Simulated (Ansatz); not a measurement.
Reaction (ligand exchange at a B–Se bond): `CC[Se]B(O)O` + `O[Si](Cl)(Cl)Cl` → `OB(O)O[Si](Cl)(Cl)Cl` + `CC[SeH]`

Computed with Ansatz on PBE0-D4/def2-TZVP structures; ΔE is electronic, products minus reactants. CBS: MP2 limit from def2 TZ/QZ plus the TZ coupled-cluster correction, frozen cores. Functionals use def2-TZVPP. B3LYP here is the variant with VWN-RPA as its local correlation; programs differ in this. For Se outer-core shells are correlated without core-valence functions, which leaves a few kJ/mol of doubt a bond. Scalar relativity is left out up to krypton. Each species was taken in one conformer, which may not be the lowest.

`CC[Se]B(O)O`:

Cartesian coordinates in Å:
```
C -1.285 1.351 -0.408
C 0.129 1.112 -0.886
Se 1.358 0.591 0.553
B 0.847 -1.292 0.724
O -0.090 -1.812 -0.112
O 1.419 -2.104 1.661
H -1.319 2.123 0.363
H -1.915 1.675 -1.243
H -1.715 0.436 0.004
H 0.177 0.325 -1.637
H 0.572 2.015 -1.307
H -0.245 -2.746 0.066
H 2.067 -1.674 2.222
```

`O[Si](Cl)(Cl)Cl`:

Cartesian coordinates in Å:
```
O -0.941 0.582 -0.774
Si 0.290 -0.012 0.089
Cl -0.049 0.174 2.083
Cl 0.586 -1.982 -0.309
Cl 1.924 1.048 -0.432
H -1.810 0.191 -0.658
```

`OB(O)O[Si](Cl)(Cl)Cl`:

Cartesian coordinates in Å:
```
O -0.409 -1.619 0.639
B -0.977 -0.428 0.325
O -2.311 -0.224 0.494
O -0.184 0.583 -0.172
Si 1.386 0.746 -0.510
Cl 1.965 -0.581 -1.925
Cl 2.515 0.496 1.152
Cl 1.647 2.626 -1.214
H -1.041 -2.257 0.976
H -2.590 0.657 0.236
```

`CC[SeH]`:

Cartesian coordinates in Å:
```
C -0.179 -0.793 -0.552
C 0.132 0.647 -0.213
Se -0.435 1.182 1.583
H 0.124 -1.017 -1.580
H -1.246 -0.999 -0.455
H 0.354 -1.479 0.110
H -0.406 1.336 -0.868
H 1.195 0.870 -0.307
H 0.461 0.251 2.283
```

| level | ΔE (kJ/mol) | difference from CCSD(T)/CBS |
| --- | --- | --- |
| PBE0-D4 | -64.8 | 1.5 |
| B2PLYP | -71.3 | -5.0 |
| r2SCAN | -66.3 | 0.0 |
| B3LYP | -74.3 | -8.0 |
| CCSD/def2-TZVPP | -74.0 | -7.7 |
| CCSD(T)/def2-TZVPP | -69.6 | -3.3 |
| HF/def2-QZVPP | -95.7 | -29.4 |
| SCS-MP2/def2-QZVPP | -67.9 | -1.6 |
| MP2/CBS(def2) | -59.2 | 7.1 |
| CCSD/CBS(def2) | -70.8 | -4.5 |
| CCSD(T)/CBS | -66.3 | 0 |

Largest T1 diagnostic among the species: 0.011.

In def2-TZVPP, CCSD(T) changes the Hartree–Fock value by +24.7 kJ/mol (the triples alone add +4.4 kJ/mol) and MP2 by +31.8 kJ/mol. From PBE to PBE0 (25 % exact exchange), in def2-TZVPP and without D4, ΔE moves by −6.2 kJ/mol.
